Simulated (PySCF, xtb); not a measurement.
C2H6Cl2Si. Atoms are numbered in the order given.

```xyz
11

C      0.0000     1.5621     1.3423
Si     0.0000     0.0000     0.3374
C      0.0000    -1.5621     1.3423
Cl     1.6800     0.0000    -0.8865
Cl    -1.6800     0.0000    -0.8865
H     -0.8945     1.6082     1.9841
H      0.0000     2.4464     0.6869
H      0.8945     1.6082     1.9841
H      0.0000    -2.4464     0.6869
H     -0.8945    -1.6082     1.9841
H      0.8945    -1.6082     1.9841
```
Charge 0, spin multiplicity 1.

Geometry: r2SCAN-D4/def2-SVP. The isomer is the one that the SMILES or the coordinates give; other isomers of the formula were not compared.

Method: C-PCM-M06-2X/def2-SVP (PySCF).

The values are the electrostatic part of the solvation free energy, E(continuum) − E(gas) at the gas-phase geometry, in a cavity of scaled van der Waals radii (PySCF's table); cavitation and dispersion terms are not included. In vacuum the orbital gap is 11.89 eV. The dipole moment in vacuum is 2.55 D.

| solvent | ε | ΔG(elec) (kcal/mol) | dipole (D) | gap (eV) |
|---|---|---|---|---|
| water | 78.36 | -3.2 | 3.29 | 11.87 |
| benzene | 2.27 | -1.7 | 2.93 | 11.91 |
| dimethylsulfoxide | 46.83 | -3.2 | 3.28 | 11.87 |

For comparison, GFN2-xTB/ALPB(water) (xtb, at the GFN2-xTB geometry, all terms of that model) gives -2.5 kcal/mol.
